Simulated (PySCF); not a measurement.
# Field gradients at the hydrogen positions

Compound: C₇H₁₄Si₂.
Geometry (GFN2-xTB, Å), atoms numbered from 1 in this order:
```
atom  x, y, z in Å
C1    -2.153   -0.097    2.548
C2    -1.080   -0.358    2.071
C3     0.200   -0.678    1.585
C4     0.576   -0.585    0.301
C5     1.979   -0.917   -0.080
Si6    3.062    0.655   -0.120
Si7   -0.605    0.008   -1.060
C8    -2.084   -1.180   -1.192
C9    -1.187    1.781   -0.692
H10   -3.095    0.137    2.945
H11    0.898   -1.020    2.345
H12    2.001   -1.388   -1.063
H13    2.413   -1.621    0.634
H14    3.057    1.271    1.209
H15    2.531    1.597   -1.105
H16    4.428    0.267   -0.483
H17    0.140   -0.009   -2.337
H18   -2.785   -0.850   -1.953
H19   -2.619   -1.240   -0.250
H20   -1.763   -2.184   -1.452
H21   -0.348    2.468   -0.642
H22   -1.866    2.141   -1.458
H23   -1.706    1.827    0.261
```

Level: PBE0/pcSseg-1 (PySCF, non-relativistic); Q(2H) = 0.00286 b; rigid geometry, the same for H and D, with no vibrational averaging.

Task: Rank these positions by the coupling χzz of a deuteron there, largest first.
A. H13 (methylene hydrogen)
B. H20 (methyl hydrogen)
C. H17 (Si–H hydrogen)
D. H10 (alkyne hydrogen)
E. H16 (Si–H hydrogen)
F. H11 (vinylic hydrogen)

Result: D (267 kHz), B (219 kHz), F (211 kHz), A (207 kHz), E (108 kHz), C (102 kHz).

Task: Give the electric field gradient Vzz (the principal value of largest size), its asymmetry and the 2H coupling at each hydrogen.

Result: 
```json
{"atom": "H10", "bonded to": "C1", "bond length (Å)": "1.049", "Vzz (au)": "0.3971", "η": "0.01", "χzz (kHz)": "267"}
{"atom": "H11", "bonded to": "C3", "bond length (Å)": "1.087", "Vzz (au)": "0.3140", "η": "0.08", "χzz (kHz)": "211"}
{"atom": "H12", "bonded to": "C5", "bond length (Å)": "1.090", "Vzz (au)": "0.3116", "η": "0.05", "χzz (kHz)": "209"}
{"atom": "H13", "bonded to": "C5", "bond length (Å)": "1.093", "Vzz (au)": "0.3079", "η": "0.04", "χzz (kHz)": "207"}
{"atom": "H14", "bonded to": "Si6", "bond length (Å)": "1.464", "Vzz (au)": "0.1619", "η": "0.02", "χzz (kHz)": "109"}
{"atom": "H15", "bonded to": "Si6", "bond length (Å)": "1.463", "Vzz (au)": "0.1629", "η": "0.02", "χzz (kHz)": "109"}
{"atom": "H16", "bonded to": "Si6", "bond length (Å)": "1.466", "Vzz (au)": "0.1612", "η": "0.01", "χzz (kHz)": "108"}
{"atom": "H17", "bonded to": "Si7", "bond length (Å)": "1.479", "Vzz (au)": "0.1523", "η": "0.03", "χzz (kHz)": "102"}
{"atom": "H18", "bonded to": "C8", "bond length (Å)": "1.086", "Vzz (au)": "0.3273", "η": "0.01", "χzz (kHz)": "220"}
{"atom": "H19", "bonded to": "C8", "bond length (Å)": "1.085", "Vzz (au)": "0.3228", "η": "0.02", "χzz (kHz)": "217"}
{"atom": "H20", "bonded to": "C8", "bond length (Å)": "1.086", "Vzz (au)": "0.3266", "η": "0.01", "χzz (kHz)": "219"}
{"atom": "H21", "bonded to": "C9", "bond length (Å)": "1.086", "Vzz (au)": "0.3263", "η": "0.01", "χzz (kHz)": "219"}
{"atom": "H22", "bonded to": "C9", "bond length (Å)": "1.086", "Vzz (au)": "0.3274", "η": "0.01", "χzz (kHz)": "220"}
{"atom": "H23", "bonded to": "C9", "bond length (Å)": "1.086", "Vzz (au)": "0.3227", "η": "0.02", "χzz (kHz)": "217"}
```

Task: Average by the element that carries the hydrogen.

Result: on C: 221 kHz over 10 positions, mean bond length 1.083 Å; on Si: 107 kHz over 4 positions, mean bond length 1.468 Å.

Task: How does χzz go with the bond length over the 10 C–H bonds?

Result: A straight-line fit has a slope of -13.7 kHz for each 0.01 Å, with a correlation coefficient of -0.99, over lengths from 1.049 to 1.093 Å. The longer bonds have the smaller couplings here.

Geometry: GFN2-xTB, one conformer, isolated molecule. GFN2-xTB bond lengths can be off by several hundredths of an ångström, more for odd bonds, and the gradients follow them. The basis is small and wasn't made for field gradients, so the couplings can be 20 % off.
